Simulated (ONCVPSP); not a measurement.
**Reading a pseudo-wave (Co)**

Columns: radius, all-electron u(r) and pseudo u(r) of the 3d shell (level -10.03 eV) of cobalt in the configuration [Ne] 3s2 3p6 3d7 4s1 4p1; PBEsol, scalar-relativistic, ONCV scheme, ONCVPSP 4.0.1.

| r (bohr) | all-electron | pseudo |
| --- | --- | --- |
| 0.068 | 0.0332 | 0.0059 |
| 0.135 | 0.1551 | 0.0432 |
| 0.202 | 0.3268 | 0.1324 |
| 0.270 | 0.5053 | 0.2783 |
| 0.338 | 0.6606 | 0.4636 |
| 0.405 | 0.7803 | 0.6561 |
| 0.473 | 0.8671 | 0.8300 |
| 0.540 | 0.9209 | 0.9565 |
| 0.608 | 0.9489 | 1.0289 |
| 0.675 | 0.9556 | 1.0475 |
| 0.742 | 0.9469 | 1.0266 |
| 0.810 | 0.9267 | 0.9817 |
| 0.878 | 0.8987 | 0.9289 |
| 0.945 | 0.8661 | 0.8790 |
| 1.013 | 0.8300 | 0.8337 |
| 1.080 | 0.7928 | 0.7934 |
| 1.148 | 0.7544 | 0.7544 |
| 1.215 | 0.7168 | 0.7167 |
| 1.283 | 0.6792 | 0.6792 |
| 1.350 | 0.6433 | 0.6433 |
| 1.418 | 0.6081 | 0.6081 |
| 1.485 | 0.5749 | 0.5748 |
| 1.553 | 0.5427 | 0.5426 |
| 1.620 | 0.5125 | 0.5124 |
| 1.688 | 0.4833 | 0.4833 |
| 1.755 | 0.4562 | 0.4561 |

Task: How many radial nodes do the two functions have?

Result: The all-electron 3d function has n − l − 1 = 0; the pseudo-wave has 0.

Task: At about which radius was the pseudo-wave matched?

Result: 1.25 bohr. The columns agree to 0.0005 from 1.15 bohr on; several derivatives are matched, so the curves merge somewhat inside the radius.

Task: Where does each function peak?

Result: Outermost all-electron maximum near 0.68 bohr, pseudo maximum near 0.68 bohr (to the table’s step).

Task: Is the pseudo-wave norm-conserving?

Result: Yes: the ONCV scheme keeps the norm inside the radius equal to the all-electron one, which fixes the energy derivative of the logarithmic derivative at the level.
